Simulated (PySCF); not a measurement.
In(All)2(F), C₆H₁₀FIn, SMILES [CH2]([In]([F])[CH2]C=C)C=C, singlet (GFN2-xTB optimised geometry):

```
18

In     0.151     0.001     0.000
C      2.530     0.001     0.000
C      3.117    -1.249    -0.425
C      3.446    -1.532    -1.688
H      2.729     0.282     1.030
H      2.662     0.832    -0.689
H      3.293    -1.992     0.346
H      3.285    -0.817    -2.481
H      3.897    -2.469    -1.963
C     -1.986    -1.060    -0.024
C     -2.931    -0.087    -0.526
C     -3.353    -0.038    -1.792
H     -2.110    -1.326     1.022
H     -1.835    -1.926    -0.663
H     -3.293     0.647     0.184
H     -3.014    -0.754    -2.526
H     -4.065     0.696    -2.124
F     -0.178     1.992     0.000
```

Method: PySCF 2.14.0 with B3LYP/def2-SVP, def2 effective core potentials past Kr.

Question: What are the frontier orbital energies and the dipole moment?

Answer: HOMO-2 -8.36 eV, HOMO-1 -6.89 eV, HOMO -5.79 eV, LUMO -2.13 eV, LUMO+1 -1.41 eV; dipole moment 3.33 D.
